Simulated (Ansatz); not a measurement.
Gas-phase electronic energies from Ansatz, PBE0-D4/def2-TZVP geometries. CCSD(T)/CBS adds triple-zeta CCSD(T) − MP2 to the extrapolated MP2 energy (def2 sets, frozen cores). Functionals use def2-TZVPP. B3LYP here is the variant with VWN-RPA as its local correlation; programs differ in this. Each species was taken in one conformer, which may not be the lowest.

Reaction (substitution at a C–Si bond): `[SiH3]C[SiH]1CC1` + `B[SiH2]O` → `B[SiH2]OC[SiH3]` + `C1C[SiH2]1`

| level | ΔE (kJ/mol) | difference from CCSD(T)/CBS |
| --- | --- | --- |
| r2SCAN-D4 | 116.5 | -1.5 |
| PBE0-D4 | 116.4 | -1.6 |
| B3LYP-D4 | 106.8 | -11.2 |
| ωB97X-V | 109.5 | -8.5 |
| ωB97M-V | 114.8 | -3.2 |
| PBE | 110.1 | -7.9 |
| PBE0 | 114.8 | -3.2 |
| B3LYP | 104.1 | -13.9 |
| HF/def2-TZVPP | 102.4 | -15.6 |
| MP2/def2-TZVPP | 124.3 | 6.3 |
| SCS-MP2/def2-TZVPP | 115.5 | -2.5 |
| CCSD/def2-TZVPP | 113.6 | -4.4 |
| HF/def2-QZVPP | 102.3 | -15.7 |
| MP2/def2-QZVPP | 126.2 | 8.2 |
| HF/CBS(def2) | 102.3 | -15.7 |
| CCSD/CBS(def2) | 117.0 | -1.0 |
| CCSD(T)/CBS | 118.0 | 0 |

Largest T1 diagnostic among the species: 0.012.

From PBE to PBE0 (25 % exact exchange), in def2-TZVPP and without D4, ΔE moves by +4.7 kJ/mol. In def2-TZVPP, CCSD(T) changes the Hartree–Fock value by +12.2 kJ/mol (the triples alone add +1.0 kJ/mol) and MP2 by +22.0 kJ/mol.
